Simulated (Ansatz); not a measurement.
Cartesian coordinates (Å):
```xyz
7

C     -1.0332    -0.0383     0.0059
Al     0.9038     0.0485    -0.0150
I      2.2682    -2.0240    -0.0146
I      2.1127     2.2149    -0.0276
H     -1.3933    -0.7315    -0.7575
H     -1.4794     0.9421    -0.1647
H     -1.3788    -0.4118     0.9735
```
Charge 0, multiplicity 1.

Method: frozen-core CCSD(T)/def2-TZVPP // B3LYP-D3(BJ)/def2-TZVP (Ansatz, an electronic-structure program).

The HF energy is -875.02260 Ha and the MP2 correlation energy comes out as -1.24010 Ha.

Task: Estimate the CCSD correlation energy, the (T) correction, the total energy and the T1 diagnostic.

Result: 
```yaml
CCSD correlation energy: -1.19898 Ha
"(T) correction": -0.03137 Ha
CCSD(T) total energy: -876.25295 Ha
T1 diagnostic: 0.008
```
